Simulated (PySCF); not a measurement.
**Correlation energy of N⁺ (nitrogen, charge +1)**

[He] 2s2 2p2, high-spin 3P determinant. All numbers are calculated (PySCF 2.14, no relativity, point nucleus, in def2-QZVPPD (8s4p4d2f1g, 63 functions)). Frozen: nothing; 6 electrons correlated.

```csv
level,correlation energy (mhartree)
CCSD,-119.38
(T),-2.02
CCSD(T),-121.40
```

Diagnostics: T1 = 0.0054, D1 = 0.0133, largest double amplitude 0.117.

Cost of the coupled-cluster step: about 6 core-seconds, for 6 correlated electrons.

This basis was not built for core-valence correlation, so the inner-shell part is incomplete.
